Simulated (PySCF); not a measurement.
Compound: C8H9N.
SMILES: `Cc1c(N=C)cccc1`

Computed with PySCF at B3LYP/def2-SVPD, non-relativistic, on one gas-phase PBE0-D3(BJ)/def2-SVP geometry that isn't relaxed in the solvent. The solvent is an IEF-PCM continuum (van der Waals radii × 1.2), and excitations are vertical TDDFT with non-equilibrium linear response and a frozen core. Specific hydrogen bonds and non-electrostatic terms are outside this model.

Gas-phase singlets (H = HOMO, L = LUMO):

| state | E (eV) | λ (nm) | f | leading configuration |
| --- | --- | --- | --- | --- |
| S1 | 4.100 | 302 | 0.078 | H→L 84% |
| S2 | 4.650 | 267 | 0.004 | H-1→L 77% |
| S3 | 5.300 | 234 | 0.090 | H-2→L 72% |
| S4 | 5.423 | 229 | 0.081 | H→L+1 50% |
| S5 | 5.833 | 213 | 0.020 | H→L+2 74% |

Problem. Give the list for chloroform (ε = 4.711), n² = 2.09.

Solution. 
```tsv
state	E (eV)	λ (nm)	f	leading configuration	change by rank (eV)
S1	4.143	299	0.117	H→L 86%	+0.043
S2	4.694	264	0.005	H-1→L 75%	+0.044
S3	5.308	234	0.134	H-2→L 72%	+0.008
S4	5.425	229	0.131	H→L+1 50%	+0.002
S5	5.830	213	0.022	H→L+2 75%	-0.003
```

Problem. Give the list for methanol (ε = 32.61), n² = 1.77.

Solution. 
```tsv
state	E (eV)	λ (nm)	f	leading configuration	change by rank (eV)
S1	4.189	296	0.110	H→L 85%	+0.089
S2	4.715	263	0.004	H-1→L 74%	+0.065
S3	5.339	232	0.124	H-2→L 71%	+0.039
S4	5.454	227	0.120	H→L+1 48%	+0.031
S5	5.847	212	0.019	H→L+2 74%	+0.014
```

Problem. The ground-state energy changes by -0.174 eV from gas to methanol. By how much does the total energy of gas-phase S1 change?

Solution. E(S1) = E(S0) + excitation energy, so it changes by -0.174 + 0.089 = -0.085 eV: it is lowered less than the ground state, which is what a blue shift means. This is the vertical state, with the slow part of the continuum still set for S0.

Problem. How do the frontier levels move from gas to methanol?

Solution. 
| orbital | gas (eV) | solvent (eV) | change (eV) |
| --- | --- | --- | --- |
| LUMO+2 | 0.22 | 0.21 | -0.01 |
| LUMO+1 | -0.41 | -0.43 | -0.02 |
| LUMO | -1.41 | -1.36 | +0.05 |
| HOMO | -6.37 | -6.43 | -0.06 |
| HOMO-1 | -6.93 | -6.97 | -0.04 |
| HOMO-2 | -7.75 | -7.78 | -0.03 |
| HOMO-3 | -9.17 | -9.17 | 0.00 |

The HOMO–LUMO gap goes from 4.96 to 5.06 eV.

Shape of the structure used: `[CH2:1]=[N:2][c:3]1[cH:4][cH:5][cH:6][cH:7][c:8]1[CH3:9]`: C1–N2–C3–C4 -45°.
